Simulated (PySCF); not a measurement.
# Reading the logs of faulty runs: B2H6NSi cation

These are calculations, not measurements. The program is PySCF 2.14.0, an open-source quantum chemistry code, run on an isolated molecule that a program drew, which may never have been made. The molecule is B2H6NSi cation (charge +1, singlet), drawn as the SMILES string `[BH+]N[SiH2]B`.

Each row is a Hartree-Fock (HF) and frozen-core CCSD(T) single point in the cc-pV(D+d)Z basis, meant for a local HF minimum. Run 1 is clean. Each other run has one planted mistake out of seven kinds, and not every kind appears here: one electron removed, one electron added, multiplicity raised by two, geometry at a saddle point, minimal basis STO-3G, one bond length entered in bohr, all coordinates scaled. The reference is restricted for singlets and unrestricted otherwise, and also for a bond in bohr. Adding or removing an electron swaps singlet and doublet. Electrons count all cores. HOMO and LUMO are orbital energies over both spins, the gradient is its largest component, and the lowest frequency (negative if imaginary) is given only where the gradient is small. Bond lengths are over the 9 bonds as drawn. T1 is the CCSD diagnostic: over 0.02 (restricted) or 0.045 (unrestricted) a single reference is doubtful.

Geometry of the clean run:
```xyz
10
B2H6NSi cation, angstrom
B    -2.4428    2.5660   -1.1832
N    -2.0906    1.4309   -0.6551
Si   -2.2461    0.8929    1.1495
B    -3.0969    2.4260    2.1796
H    -2.7688    3.5959   -1.6330
H    -1.6803    0.7374   -1.2719
H    -3.0640   -0.3235    1.0427
H    -0.8525    0.5931    1.5076
H    -3.2930    2.2975    3.3475
H    -3.4040    3.4515    1.6409
```

```
run  electrons  basis functions  <S^2>  HOMO (eV)  LUMO (eV)  gradient (hartree/bohr)  lowest frequency (cm^-1)  mean bond (Å)  longest bond (Å)      T1  HF (hartree)  CCSD(T) (hartree)                     mistake
  1         36               95  0.000     -16.23      -3.51                  3.9e-05                       108         1.4153             2.034  0.0139    -396.00152         -396.47102                    no fault
  2         36               95  0.000     -16.01      -3.58                  2.6e-02                         -         1.4592             2.097  0.0148    -395.99338         -396.46825      all coordinates scaled
  3         36               95  2.011     -12.30      -6.43                  4.2e-02                         -         1.4153             2.034  0.0187    -395.86296         -396.32525  multiplicity raised by two
  4         36               30  0.000     -15.11      -0.71                  2.3e-02                         -         1.4153             2.034  0.0166    -391.40721         -391.62808                           ?
```

**Which mistake was planted in run 4, and what did it cost?**

It has 30 basis functions where the clean run has 95, with the same electrons and geometry. So the mistake is: minimal basis STO-3G. Subtracting run 1 and multiplying by 627.51 kcal/mol a hartree, the energy moved by 2883.0 kcal/mol in HF and 3039.0 kcal/mol in CCSD(T).

